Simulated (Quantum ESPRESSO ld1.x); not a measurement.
Zn+, 29 electrons, occupied as [Ar] 3d10 4s1.

Method: scalar-relativistic Kohn-Sham, exchange-only LDA, spin-polarised, spherical densities, point nucleus; open shells are filled with parallel spins first; computed with ld1.x of Quantum ESPRESSO 7.5.

Energy parts (Ry):
total: -3580.6922
kinetic: 3640.0435
electron-nucleus: -8623.0011
Hartree: 1534.0470
exchange: -131.7816

Orbitals (lengths in bohr, moments of r in powers of bohr; r(90%) holds 90 % of the orbital's charge):
orbital  occ.  eigenvalue (Ry)  r(90%)
1s up       1         -699.301  0.0900
1s down     1         -699.297  0.0900
2s up       1         -85.5412   0.351
2s down     1         -85.5435   0.351
2p up       3         -74.3147   0.325
2p down     3         -74.3159   0.325
3s up       1         -10.0459    1.03
3s down     1         -10.0469    1.02
3p up       3         -6.71431    1.11
3p down     3         -6.71311    1.10
3d up       5         -1.36915    1.62
3d down     5         -1.35063    1.56
4s up       1         -1.02394    3.62
4s down     0         -0.88939    3.65

The highest occupied level is 4s up at -13.931 eV. Summed over all electrons, <r^2> = 22.70 bohr^2, which gives a Langevin (diamagnetic) susceptibility term of -18 x 10^-6 cm^3/mol. For comparison, the ionisation energy in NIST's Atomic Spectra Database is 17.964 eV (measured). In exact Kohn-Sham theory the highest level is minus the ionisation energy, but local and semilocal functionals leave it too shallow, through self-interaction and a potential that decays too fast; potentials with the right tail come closer. Spin moment in Bohr magnetons: 1. The density falls to 0.001 e/bohr^3 at r = 3.64 bohr.
